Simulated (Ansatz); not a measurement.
Zn₃H₁₂Se₃⁻, a cluster cut from zinc blende ZnSe (hydrogen-capped). The state is a doublet with charge -1. Geometry PBE0-D4/def2-SVP, that of the neutral singlet; atoms count from 1.

Cartesian coordinates in Å:
```
Zn -1.7259 2.8878 -0.1782
Zn 2.0568 -0.8901 -2.5151
Zn -0.4435 -2.0666 2.6237
Se -1.3890 0.6013 1.6992
Se 1.1613 -1.9543 0.1180
Se 0.2896 1.3908 -1.7790
H -0.6930 3.8238 0.5325
H -2.9604 2.2680 -0.9142
H 3.3721 -0.2391 -1.9721
H 0.9639 -1.6445 -3.3431
H 0.6859 -1.5160 3.5560
H -1.6322 -2.8536 1.9776
H -1.1653 1.3599 2.9377
H -2.8133 0.4015 1.9985
H 2.4800 -2.2758 0.6808
H 0.9296 -3.3411 -0.3081
H 1.2369 2.4867 -2.0255
H -0.3535 1.5614 -3.0888
```

The highest occupied level of the charge -1 doublet lies above zero (up to 2.08 eV). By energy differences it is unbound by 0.11 eV (vertical, to the charge 0 singlet, at PBE-D4/def2-SVP) and held by the finite basis.

Question: Estimate the Mulliken populations from the PBE/def2-SVP orbitals of Ansatz.

Answer: 
```csv
atom,charge (e),spin (α − β),d electrons
Zn1,0.26,0.00,9.91
Zn2,0.26,0.00,9.91
Zn3,0.26,0.00,9.91
Se4,-0.11,0.15,–
Se5,-0.11,0.15,–
Se6,-0.11,0.15,–
H7,-0.23,0.00,–
H8,-0.23,0.00,–
H9,-0.23,0.00,–
H10,-0.23,0.00,–
H11,-0.23,0.00,–
H12,-0.23,0.00,–
H13,0.02,0.05,–
H14,-0.03,0.13,–
H15,0.02,0.05,–
H16,-0.03,0.13,–
H17,0.02,0.05,–
H18,-0.03,0.13,–
```
Mulliken values and Mayer orders depend strongly on the basis.

Question: Where does the spin sit?

Answer: Summed by element: Zn 0.00, Se 0.45, H 0.55, of 1 unpaired in all. Largest on single atoms: Se5 0.15, Se6 0.15, Se4 0.15.
